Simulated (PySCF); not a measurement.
Compound: C3H9NOSi.
Bonds: C1–Si2, Si2–N3, N3–C4, C4–C5, C4–O6 (double). Hydrogens: H7, H8, H9 on C1; H10, H11 on Si2; H12 on N3; H13, H14, H15 on C5.

Torsions of this conformer, `[CH3:1][SiH2:2][NH:3][C:4]([CH3:5])=[O:6]`: C1–Si2–N3–C4 -63°, Si2–N3–C4–C5 -179°.

The closed-shell ground state was solved at several levels (PySCF, density fitting, gas phase, non-relativistic). One conformer (not necessarily the lowest) at the PBE0-D3(BJ)/def2-SVP geometry, without solvent, vibrations or thermal averaging.

```csv
level,basis functions,total energy (Eh),HOMO (eV),LUMO (eV),gap (eV),dipole (D)
PBE0/pcSseg-1,154,-538.8116,-7.52,0.33,7.85,3.20
PBE/pcSseg-2,349,-538.9216,-5.94,-0.88,5.06,3.01
```

Task: Estimate the row for PBE0/def2-SVPD, a basis of 199 functions; the other rows only guide the guess.

Result: Total energy -538.5942 Eh, HOMO -7.60 eV, LUMO 0.14 eV, gap 7.74 eV, dipole 3.16 D.

Task: Over all these levels, which gives the widest orbital gap and which the narrowest?

Result: PBE0/pcSseg-1 (global hybrid, 25 % exact exchange) has the widest, 7.85 eV, and PBE/pcSseg-2 (GGA) the narrowest, 5.06 eV. Functional and basis both differ between the two, so the spread mixes both effects.

Task: How far do the dipole and the HOMO energy spread over the levels?

Result: The dipole runs from 3.01 to 3.20 D (mean 3.12 D) and the HOMO from -7.60 to -5.94 eV.
